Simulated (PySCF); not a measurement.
# Reading the logs of faulty runs: B2H4NSi

All numbers below are calculated, not measured. The program is PySCF 2.14.0, an open-source quantum chemistry code, run on an isolated molecule that a program drew, which may never have been made. The molecule is B2H4NSi (charge 0, doublet), drawn as the SMILES string `[BH][SiH2]B=N`.

Each row is a Hartree-Fock (HF) and frozen-core CCSD(T) single point in the cc-pV(D+d)Z basis, meant for a local HF minimum. Run 1 is clean. Each other run has one planted mistake out of seven kinds, and not every kind appears here: one electron removed, one electron added, multiplicity raised by two, geometry at a saddle point, minimal basis STO-3G, one bond length entered in bohr, all coordinates scaled. The reference is restricted for singlets and unrestricted otherwise, and also for a bond in bohr. Adding or removing an electron swaps singlet and doublet. Electrons count all cores. HOMO and LUMO are orbital energies over both spins, the gradient is its largest component, and the lowest frequency (negative if imaginary) is given only where the gradient is small. Bond lengths are over the 7 bonds as drawn. T1 is the CCSD diagnostic: over 0.02 (restricted) or 0.045 (unrestricted) a single reference is doubtful.

Geometry of the clean run:
```xyz
8
B2H4NSi, angstrom
B    -0.2045    0.8966    1.1483
Si   -1.3597   -0.4313    0.1653
B    -0.6434   -2.2482    0.6442
N    -0.1921   -3.3474    0.9571
H    -0.2391    1.4529    2.2037
H    -1.2525   -0.2490   -1.3003
H    -2.7962   -0.3781    0.5345
H     0.1640   -4.2342    1.1984
```

| run | electrons | basis functions | <S^2> | HOMO (eV) | LUMO (eV) | gradient (hartree/bohr) | lowest frequency (cm^-1) | mean bond (Å) | longest bond (Å) | T1 | HF (hartree) | CCSD(T) (hartree) | mistake |
|---|---|---|---|---|---|---|---|---|---|---|---|---|---|
| 1 | 35 | 85 | 0.757 | -9.10 | 0.88 | 4.1e-05 | 113 | 1.4857 | 2.016 | 0.0177 | -395.01321 | -395.47208 | no fault |
| 2 | 35 | 85 | 1.412 | -9.29 | 0.56 | 1.1e-02 | - | 1.6743 | 2.805 | 0.0452 | -394.91583 | -395.36919 | one bond length entered in bohr |
| 3 | 34 | 85 | 0.000 | -15.54 | -6.66 | 4.2e-02 | - | 1.4857 | 2.016 | 0.0225 | -394.72382 | -395.17895 | one electron removed |
| 4 | 35 | 85 | 0.757 | -8.99 | 1.03 | 1.2e-01 | - | 1.3876 | 1.883 | 0.0162 | -394.97122 | -395.42088 | all coordinates scaled |
| 5 | 36 | 85 | 0.000 | -0.10 | 7.18 | 3.2e-02 | - | 1.4857 | 2.016 | 0.0212 | -394.96993 | -395.46419 | ? |

**Which mistake was planted in run 5, and what did it cost?**

It counts 36 electrons, one more than the clean run, at the same geometry and basis. So the mistake is: one electron added. Subtracting run 1 and multiplying by 627.51 kcal/mol a hartree, the energy moved by 27.2 kcal/mol in HF and 5.0 kcal/mol in CCSD(T).

Cautions from the logs. Run 2: T1 is over the limit, so its CCSD(T) energy is less reliable; run 3: T1 is over the limit, so its CCSD(T) energy is less reliable; run 5: T1 is over the limit, so its CCSD(T) energy is less reliable and the added electron raises the CCSD(T) energy, so it isn't bound in this basis.
